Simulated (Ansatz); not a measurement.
Ansatz (an electronic-structure program) input (HF/6-31G*):

Ansatz 0.2 input:
```yaml
crystal:
  periodic: [false, false, false]
  atoms:
    - {symbol: C, position_ang: [-0.98583079, 0.19049733, -0.16120681]}
    - {symbol: S, position_ang: [0.56260369, -0.10871491, 0.09199910]}
    - {symbol: H, position_ang: [-1.31971868, 0.99619988, -0.79507915]}
    - {symbol: H, position_ang: [-1.76695559, -0.39974537, 0.29033441]}
basis:
  gaussian:
    orbitals: 6-31G*
hamiltonian:
  xc: {name: HF}
phonons: {temperatures: {t_min: 298.15, t_max: 298.15, t_step: 100}}
```

Output:

```
Functional definition: HF
integrals: 0.00 GiB planned
403 factors; integrals over basis functions are off by at most 4.2e-4 eV
mean field: 0.06 GiB planned
mean field evaluation 1: about -11877.3009 eV, gradient 1.3e1 eV
mean field evaluation 2: about -11877.3039 eV, gradient 1.3e1 eV
mean field evaluation 4: about -11877.9278 eV, gradient 2.3e0 eV
mean field evaluation 8: about -11877.9458 eV, gradient 3.1e-4 eV
mean field -11877.94579742 eV, -436.5064568942 hartree, gradient 1.2e-5 eV, S^2 0.000000; 0 other end points of the search recorded, 0 dependent functions left out
the calculation of the forces begins
reference -11877.94579742 eV, -436.5064568942 hartree; 12, 12 occupied and 26, 26 virtual orbitals, 403 factors
these checks for a lower state are left out or cut short: stability, starts, cluster_reference, orbital_swaps, neighbouring_geometries, increment
integrals: 0.00 GiB planned
403 factors; integrals over basis functions are off by at most 4.3e-4 eV
mean field: 0.06 GiB planned
mean field evaluation 16: about -11877.9456 eV, gradient 9.3e-5 eV
mean field -11877.94563873 eV, -436.5064510627 hartree, gradient 1.9e-6 eV, S^2 0.000000; 0 other end points of the search recorded, 0 dependent functions left out
the calculation of the forces begins
reference -11877.94563873 eV, -436.5064510627 hartree; 12, 12 occupied and 26, 26 virtual orbitals, 403 factors
these checks for a lower state are left out or cut short: stability, starts, cluster_reference, orbital_swaps, neighbouring_geometries, increment
integrals: 0.00 GiB planned
403 factors; integrals over basis functions are off by at most 4.3e-4 eV
mean field: 0.06 GiB planned
mean field -11877.94563853 eV, -436.5064510552 hartree, gradient 1.9e-6 eV, S^2 0.000000; 0 other end points of the search recorded, 0 dependent functions left out
the calculation of the forces begins
reference -11877.94563853 eV, -436.5064510552 hartree; 12, 12 occupied and 26, 26 virtual orbitals, 403 factors
these checks for a lower state are left out or cut short: stability, starts, cluster_reference, orbital_swaps, neighbouring_geometries, increment
integrals: 0.00 GiB planned
403 factors; integrals over basis functions are off by at most 4.3e-4 eV
mean field: 0.06 GiB planned
mean field -11877.94574034 eV, -436.5064547967 hartree, gradient 1.3e-6 eV, S^2 0.000000; 0 other end points of the search recorded, 0 dependent functions left out
the calculation of the forces begins
reference -11877.94574034 eV, -436.5064547967 hartree; 12, 12 occupied and 26, 26 virtual orbitals, 403 factors
these checks for a lower state are left out or cut short: stability, starts, cluster_reference, orbital_swaps, neighbouring_geometries, increment
integrals: 0.00 GiB planned
403 factors; integrals over basis functions are off by at most 4.2e-4 eV
mean field: 0.06 GiB planned
mean field evaluation 32: about -11877.9457 eV, gradient 9.9e-2 eV
mean field -11877.94574016 eV, -436.5064547899 hartree, gradient 1.5e-6 eV, S^2 0.000000; 0 other end points of the search recorded, 0 dependent functions left out
the calculation of the forces begins
reference -11877.94574016 eV, -436.5064547899 hartree; 12, 12 occupied and 26, 26 virtual orbitals, 403 factors
these checks for a lower state are left out or cut short: stability, starts, cluster_reference, orbital_swaps, neighbouring_geometries, increment
integrals: 0.00 GiB planned
403 factors; integrals over basis functions are off by at most 4.3e-4 eV
mean field: 0.06 GiB planned
mean field -11877.94568650 eV, -436.5064528181 hartree, gradient 1.2e-6 eV, S^2 0.000000; 0 other end points of the search recorded, 0 dependent functions left out
the calculation of the forces begins
reference -11877.94568650 eV, -436.5064528181 hartree; 12, 12 occupied and 26, 26 virtual orbitals, 403 factors
these checks for a lower state are left out or cut short: stability, starts, cluster_reference, orbital_swaps, neighbouring_geometries, increment
integrals: 0.00 GiB planned
403 factors; integrals over basis functions are off by at most 4.2e-4 eV
mean field: 0.06 GiB planned
mean field -11877.94568563 eV, -436.5064527860 hartree, gradient 2.9e-6 eV, S^2 0.000000; 0 other end points of the search recorded, 0 dependent functions left out
the calculation of the forces begins
reference -11877.94568563 eV, -436.5064527860 hartree; 12, 12 occupied and 26, 26 virtual orbitals, 403 factors
these checks for a lower state are left out or cut short: stability, starts, cluster_reference, orbital_swaps, neighbouring_geometries, increment
integrals: 0.00 GiB planned
403 factors; integrals over basis functions are off by at most 4.2e-4 eV
mean field: 0.06 GiB planned
mean field -11877.94578033 eV, -436.5064562664 hartree, gradient 1.2e-6 eV, S^2 0.000000; 0 other end points of the search recorded, 0 dependent functions left out
the calculation of the forces begins
reference -11877.94578033 eV, -436.5064562664 hartree; 12, 12 occupied and 26, 26 virtual orbitals, 403 factors
these checks for a lower state are left out or cut short: stability, starts, cluster_reference, orbital_swaps, neighbouring_geometries, increment
integrals: 0.00 GiB planned
403 factors; integrals over basis functions are off by at most 4.3e-4 eV
mean field: 0.06 GiB planned
mean field -11877.94578015 eV, -436.5064562598 hartree, gradient 1.4e-6 eV, S^2 0.000000; 0 other end points of the search recorded, 0 dependent functions left out
the calculation of the forces begins
reference -11877.94578015 eV, -436.5064562598 hartree; 12, 12 occupied and 26, 26 virtual orbitals, 403 factors
Total energy: -11877.94579742 eV, -436.5064568942 hartree
Atom 0 at    -0.985831     0.190497    -0.161207 Å, force    -0.000092     0.000018    -0.000015 eV/Å
Atom 1 at     0.562604    -0.108715     0.091999 Å, force     0.000032    -0.000006     0.000005 eV/Å
Atom 2 at    -1.319719     0.996200    -0.795079 Å, force     0.000031    -0.000005     0.000004 eV/Å
Atom 3 at    -1.766956    -0.399745     0.290334 Å, force     0.000030    -0.000007     0.000006 eV/Å
Dipole moment:    -0.450530     0.087058    -0.073672 e Å
Vibrations: 1097.73 1157.95 1178.91 1657.19 3301.43 3390.75 cm⁻¹, zero-point energy 0.730512 eV
```

The blocks after the first are displaced geometries, from whose forces the wavenumbers follow.
